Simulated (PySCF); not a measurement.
InF2, SMILES [F][In][F], multiplicity 2. Geometry optimised at PBE0-D3(BJ)/def2-TZVP. The multiplicity is an assumed one; other spin states were not compared. The isomer is the one that the SMILES or the coordinates give; other isomers of the formula were not compared. The def2 effective core potentials stand for the cores of In; spin–orbit coupling is left out.

Level of theory: PBE0-D3(BJ)/def2-TZVP (PySCF 2.14.0).

Harmonic wavenumbers (cm⁻¹): 125, 554, 572. Rotational constants (GHz): 16.86, 4.787, 3.728; symmetry number 2.

Work out the zero-point energy and the ideal-gas rigid-rotor harmonic-oscillator thermochemistry at 298.15 K and 1 atm.

ZPE = ½ Σ hcν = ½ × 1251 cm⁻¹ = 7.48 kJ/mol. H − E(el) = 20.16 kJ/mol. Entropy in J/(mol K): translation 171.47, rotation 96.68, vibration 17.00, spin 5.76, total 290.91. G − E(el) = -66.58 kJ/mol. Cp = 50.63 J/(mol K). Modes under 150 cm⁻¹ make the vibrational entropy uncertain.
